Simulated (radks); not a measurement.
Neutral hydrogen inside a hard spherical wall (all orbitals vanish at R), configuration held at 1s1 and not refilled when levels cross. All-electron calculation, non-relativistic Kohn-Sham, LDA (Slater exchange, Perdew-Wang correlation), spin-polarised, spherical densities, point nucleus; open shells are filled with parallel spins first. Program: a radial shooting solver on a logarithmic mesh with Libxc functionals. Eigenvalues in eV for spin up, with the zero of energy where the potential of the charges vanishes at infinity; a dash marks a level that is unbound or too diffuse for the functional's potential to be trusted. A positive occupied level is held by the wall or, in an anion where self-interaction has pushed it up, behind a barrier. The pressure on the wall is -dE/dV.

| R (bohr) | E (hartree) | kinetic (hartree) | e(1s) | e(2s, empty) | e(2p, empty) | pressure (GPa) |
|---|---|---|---|---|---|---|
| free | -0.47871 | 0.467 | -7.320 | - | - | 0 |
| 15 | -0.47871 | 0.467 | -7.320 | 0.369 | 0.650 | < 0.0001 |
| 8 | -0.47863 | 0.467 | -7.309 | 2.317 | 1.980 | 0.00406 |
| 6 | -0.47738 | 0.476 | -7.193 | 5.559 | 3.807 | 0.121 |
| 4 | -0.45737 | 0.563 | -6.041 | 17.886 | 10.304 | 4.33 |
| 3 | -0.39170 | 0.753 | -3.218 | 38.136 | 20.773 | 32.6 |
| 1.5 | 0.50113 | 2.334 | 26.356 | 195.30 | 101.52 | 1980 |
